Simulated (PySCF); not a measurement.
A structure optimised at B3LYP-D3(BJ)/def2-SVP, used in a PySCF frequency run:

```xyz
9

C     -2.8535     0.1728    -0.0944
O     -1.6506     0.9134    -0.2538
Sn     0.0859    -0.0041    -0.1609
F      0.3303    -1.0698    -1.7544
Cl     1.7855     1.5767    -0.0818
Cl     0.1347    -1.4876     1.6456
H     -3.0622    -0.4724    -0.9665
H     -2.8481    -0.4544     0.8153
H     -3.6730     0.9032    -0.0013
```

Write its SMILES and formula.

C[O][Sn]([F])([Cl])[Cl], CH3Cl2FOSn

What are its rotational constants (standard atomic weights)?

1.5230, 1.1684, 0.93591 GHz
